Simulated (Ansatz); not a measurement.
Reaction (ligand exchange at the Si–C bond): `NC([SiH3])N[SiH3]` + `[OH][Al]([OH])[OH]` → `[OH][Al]([OH])[O][SiH3]` + `NCN[SiH3]`

Program: Ansatz. Geometries: PBE0-D4/def2-TZVP. ΔE: electronic, gas phase. CBS: MP2 limit from def2 TZ/QZ plus the TZ coupled-cluster correction, frozen cores. This one scheme is used for every species. DFT in def2-TZVPP. One conformer a species, not always the lowest.

CCSD(T)/CBS gives -135.2 kJ/mol.

(1) Another level gave -132.4 kJ/mol. Which?
A. MP2/def2-TZVPP
B. ωB97M-V/def2-TZVPP
C. PBE0-D4/def2-TZVPP
D. HF/def2-TZVPP

Largest T1 diagnostic among the species: 0.012.

Results:

(1) B. ωB97M-V -132.4, HF/def2-TZVPP -176.7, PBE0-D4 -125.2, MP2/def2-TZVPP -137.8 kJ/mol.

In def2-TZVPP, CCSD(T) changes the Hartree–Fock value by +40.0 kJ/mol (the triples alone add +6.3 kJ/mol) and MP2 by +38.9 kJ/mol. The D4 term adds +10.6 kJ/mol with B3LYP and +5.6 kJ/mol with PBE0; it sums over pairs of atoms, weighted by their polarisabilities, and B3LYP, whose exchange is more repulsive, gets the larger term.

B3LYP here is the variant with VWN-RPA as its local correlation; programs differ in this.
